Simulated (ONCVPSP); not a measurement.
Which change was made? (Ge, ONCV)

ONCVPSP 4.0.1 input, shortened (lines: element, Z, core and valence counts, functional; n l f; lmax; l rc ep ncon nbas qcut; lloc lpopt rc5 dvloc0; l nproj debl; icmod fcfact rcfact), PBEsol, scalar-relativistic:

```
  Ge 32.00    3    5  -116133      upf
    1    0    2.00
    2    0    2.00
    2    1    6.00
    3    0    2.00
    3    1    6.00
    3    2   10.00
    4    0    2.00
    4    1    2.00
    2
    0    0.85    0.00    3    6   18.60
    1    1.15    0.00    4    7   13.00
    2    0.85    0.00    4    8   16.50
    2    5    0.85    0.00
    0    2    4.00
    1    2    1.60
    2    0    1.60
    3    3.00    1.45
```

Cutoffs, loose and tight: the cutoffs (Ha) at which the residual kinetic energy of the hardest occupied pseudo-wave falls to 1 and 0.1 mHa per electron. They do not see the model core or the augmentation charge, which bear on the density cutoff. Test errors are all-electron minus pseudo excitation energies from the reference, over the configurations 3s2 3p6 3d10 4s2 4p1; 3s2 3p6 3d10 4s2 4p0; 3s2 3p6 3d10 4s1 4p0; 3s2 3p6 3d9 4s2 4p3; variants that change the core or the reference have their own tests.

The base gives: outcome: generated; cutoff, loose: 121 Ha; cutoff, tight: 139 Ha; bound ghosts: s; GHOST(+) flags above zero: none; largest test error (meV): -11.

Question: After one change the result is: outcome: generated; cutoff, loose: 312 Ha; cutoff, tight: 371 Ha; bound ghosts: none; GHOST(+) flags above zero: s; largest test error (meV): -9.6. Which change was it?
A. s: qcut 27.1; p: qcut 18.9; d: qcut 24
B. s: qcut 16.7; p: qcut 11.6; d: qcut 14.8
C. s: qcut 24.9; p: qcut 17.4; d: qcut 22.1
D. s: qcut 14.2; p: qcut 9.9; d: qcut 12.6

Answer: D. The others give: s: qcut 24.9; p: qcut 17.4; d: qcut 22.1 → outcome: failed: oncvpsp: lschvkbb ERROR 2 0 100 | s: qcut 27.1; p: qcut 18.9; d: qcut 24 → outcome: failed: ERROR pspot: first pseudo wave function has node, program will stop | s: qcut 16.7; p: qcut 11.6; d: qcut 14.8 → outcome: generated; cutoff, loose: 113 Ha; cutoff, tight: 314 Ha; bound ghosts: none; GHOST(+) flags above zero: s; largest test error (meV): -2.8.
